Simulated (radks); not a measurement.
Results of a calculation; reference values are marked as such.
Effect of the nuclear size on neutral zirconium, [Kr] 4d2 5s2. Level of theory: Dirac Kohn-Sham, exchange-only LDA, spin-unpolarised, spherical densities, finite nucleus; open shells fill j = l - 1/2 first; Fermi nuclear charge, rms radius 4.2694 fm (a radial shooting solver on a logarithmic mesh with Libxc functionals). The rms radius is varied about that value; shifts are against it.

rms radius (fm) = 3.6973: total energy shift (eV) -0.272; density at nucleus (e/bohr^3) 7.547e+04; 1s1/2 shift (meV) -115; 2s1/2 shift (meV) -12.1; 4s1/2 shift (meV) -0.297; 4p1/2 shift (meV) 0.050
rms radius (fm) = 3.8467: total energy shift (eV) -0.205; density at nucleus (e/bohr^3) 7.517e+04; 1s1/2 shift (meV) -86.7; 2s1/2 shift (meV) -9.09; 4s1/2 shift (meV) -0.223; 4p1/2 shift (meV) 0.038
rms radius (fm) = 4.2694: total energy shift (eV) 0; density at nucleus (e/bohr^3) 7.441e+04; 1s1/2 shift (meV) 0.000; 2s1/2 shift (meV) 0.000; 4s1/2 shift (meV) 0.000; 4p1/2 shift (meV) 0.000
rms radius (fm) = 4.5768: total energy shift (eV) 0.161; density at nucleus (e/bohr^3) 7.39e+04; 1s1/2 shift (meV) 68.1; 2s1/2 shift (meV) 7.15; 4s1/2 shift (meV) 0.176; 4p1/2 shift (meV) -0.030
rms radius (fm) = 5.0592: total energy shift (eV) 0.434; density at nucleus (e/bohr^3) 7.318e+04; 1s1/2 shift (meV) 184; 2s1/2 shift (meV) 19.3; 4s1/2 shift (meV) 0.473; 4p1/2 shift (meV) -0.080

Slopes of the eigenvalues against <r^2> in GHz/fm^2, as finite differences over the two radii next to the reference (eigenvalue slopes, not the field-shift constants of lines): 1s1/2 6090, 2s1/2 638, 4s1/2 15.7, 4p1/2 -2.66.
